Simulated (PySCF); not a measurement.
A side-by-side comparison of computed properties.

First species: C₆H₆F₄O.
SMILES: `F[C@@H]1CCC(C(F)(F)F)=CO1`

Second species: C5H15OPSi2.
Atom-mapped SMILES: `[PH2:1][SiH2:2][SiH2:3][O:4][CH:5]1[CH2:6][CH2:7][CH2:8][CH2:9]1` (hydrogens: H10, H11 on P1; H12, H13 on Si2; H14, H15 on Si3; H16 on C5; H17, H18 on C6; H19, H20 on C7; H21, H22 on C8; H23, H24 on C9)

Levels: PBE0/pcSseg-1 for HOMO energy, LUMO energy and HOMO–LUMO gap. Geometries: GFN2-xTB. Each structure is a single optimised conformer of the isolated species, non-relativistic unless stated. Electronic properties by PySCF.

```tsv
property	column X	column Y
HOMO energy	-7.56 eV	-7.29 eV
LUMO energy	-0.24 eV	-0.48 eV
HOMO–LUMO gap	7.32 eV	6.81 eV
```

Question: Which column belongs to which species?

Answer: Column X is the first species and column Y the second. The first has 17 atoms and 86 electrons, the second 24 and 96.

Question: How does each property change from the first species to the second?

Answer: HOMO energy +0.27 eV; LUMO energy -0.24 eV; HOMO–LUMO gap -0.51 eV.

On the second:  GFN2-xTB frequencies show an imaginary mode (37i cm⁻¹), so this geometry is no minimum at that level.
